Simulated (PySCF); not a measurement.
**Correlation energy of Br⁺ (bromine, charge +1)**

[Ar] 3d10 4s2 4p4, high-spin 3P determinant. Calculation: PySCF 2.14, in def2-SVP; no relativity, point nucleus. Frozen: [Ar] 3d10; 6 electrons correlated.

MP2 pair energies summed by pair of shells (mhartree):

```tsv
pair	energy	share (%)
4p-4p	-37.64	48.7
4s-4p	-33.47	43.3
4s-4s	-6.23	8.0
```

Total MP2 correlation energy: -77.34 mhartree.

Same-spin part -19.00 and opposite-spin part -58.34 mhartree; SCS-MP2 scales them by 1/3 and 6/5 to -76.34 mhartree.

```json
{"level": "CCSD", "correlation energy (mhartree)": "-93.73"}
{"level": "(T)", "correlation energy (mhartree)": "-1.15"}
{"level": "CCSD(T)", "correlation energy (mhartree)": "-94.88"}
```

Diagnostics: T1 = 0.0062, D1 = 0.0211, largest double amplitude 0.054.

Cost of the coupled-cluster step: 0.23 s of wall time on 1 thread of Neoverse-N1 (shared host), for 6 correlated electrons.
